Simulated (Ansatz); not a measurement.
A run for Ansatz (a quantum-chemistry and plane-wave program): U-B3LYP/cc-pVTZ on CH4Ge (SMILES [CH3][GeH]), a point of a bond scan (R = 2.167 Å).

Ansatz 0.2 input:
```yaml
crystal:
  periodic: [false, false, false]
  atoms:
    - {symbol: Ge, position_ang: [-0.26416113, -0.20224226, 0.31354267]}
    - {symbol: H, position_ang: [-1.64004160, -0.70908772, -1.28262768]}
    - {symbol: C, position_ang: [1.00677717, 0.72630048, -0.93210586]}
    - {symbol: H, position_ang: [1.87671680, 1.13031224, -0.41651444]}
    - {symbol: H, position_ang: [0.48298915, 1.53601658, -1.44986562]}
    - {symbol: H, position_ang: [1.33611896, 0.02530398, -1.70554436]}
basis:
  gaussian:
    orbitals: cc-pVTZ
hamiltonian:
  xc: {name: B3LYP}
magnetization: {spin_polarized: true, initial_magnetization: 0}
```

The head of its log:

```
WARN ansatz: RAYON_NUM_THREADS=1 ignored (pool sized by the plan → 1); use --threads N
Functional definition: B3LYP
integrals: 0.04 GiB planned
818 factors; their error is unknown
mean field: 0.57 GiB planned
mean field evaluation 1: about -57613.3846 eV, gradient 4.1e1 eV
mean field evaluation 2: about -57601.0529 eV, gradient 5.7e1 eV
```

Task: Predict the final total energy.

Result: -2117.5418 hartree.
